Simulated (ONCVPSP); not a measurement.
**Before and after: ONCV potential for cerium**

```
Element                 : cerium
Generator               : ONCVPSP 4.0.1
Type                    : optimised norm-conserving Vanderbilt (ONCV)
Functional              : PW91
Relativity              : scalar-relativistic
Frozen core             : [Kr] 4d10
Valence charge          : 12
Reference configuration : 4f1 5s2 5p6 5d1 6s1 (charge +1)
Partial waves           : 5s+6s: rc 2.65 bohr, ncon 4, nbas 8, qcut 4.6 1/bohr, 2 projectors; 5p: rc 2.05 bohr, ncon 4, nbas 8, qcut 3.9 1/bohr, 3 projectors, debl 0.7 Ha; 5d: rc 3.80 bohr, ncon 4, nbas 8, qcut 3.5 1/bohr, 1 projector; 4f: rc 1.80 bohr, ncon 4, nbas 8, qcut 10.4 1/bohr, 1 projector
Local potential         : polynomial inside 1.35 bohr (lpopt 3, dvloc0 1 Ha)
Core correction         : none
```

In the p channel the program set the typed energies aside and used -1.072, 0.250, 0.950 Ha.

Change: all radii scaled by about 0.81 (s 2.14, p 1.66, d 3.08, f 1.46 bohr); local potential polynomial inside 1.10 bohr (lpopt 3, dvloc0 1 Ha).

Cutoffs: the cutoffs (Ha) at which the residual kinetic energy of the hardest occupied pseudo-wave falls to 1 and 0.1 mHa per electron; they do not see the model core or the augmentation charge, which bear on the density cutoff. Errors are all-electron minus pseudo energies relative to the spin-unpolarised reference configuration.

Q: Predict the effect on cutoff, ghosts and configuration errors.

A: The potential gets harder (42 Ha and 47 Ha → 59 Ha and 90 Ha); a bound ghost appears in p, s, which as a rule spoils a file; the lowest positive-energy flag moves from s at 33.3 eV to p at 170.6 eV; the number of tests with a reliable result goes from 4 to 2. A smaller radius makes the pseudo-wave follow the all-electron one further in, where it bends more sharply, so more plane waves are needed.

| quantity | base | changed |
| --- | --- | --- |
| cutoff, loose | 42 Ha | 59 Ha |
| cutoff, tight | 47 Ha | 90 Ha |
| loose cutoff by channel | s 6.7 Ha, p 15 Ha, d 4.7 Ha, f 42 Ha | s 9.1 Ha, p 59 Ha, d 5.4 Ha, f 51 Ha |
| bound ghosts | none | s, p |
| GHOST(+) flags under 300 eV | s at 33.3 eV | p at 170.6 eV |
| tests counted as reliable (solved cleanly; for ONCVPSP, near-neutral configurations with less than one 5d electron left out) | 4 of 4 | 2 of 4 |
| error for 4f1 5s2 5p6 5d1 6s2, meV [ΔE -6.11 eV] | +0.1 | +1.7 |
| error for 4f1 5s2 5p6 5d0 6s0, meV [ΔE 30.36 eV] | +61 | +15 |

 A true bound ghost makes a file unfit for plane-wave use even where its test errors are small: the radial tests pick states by their node count and pass the ghost by.
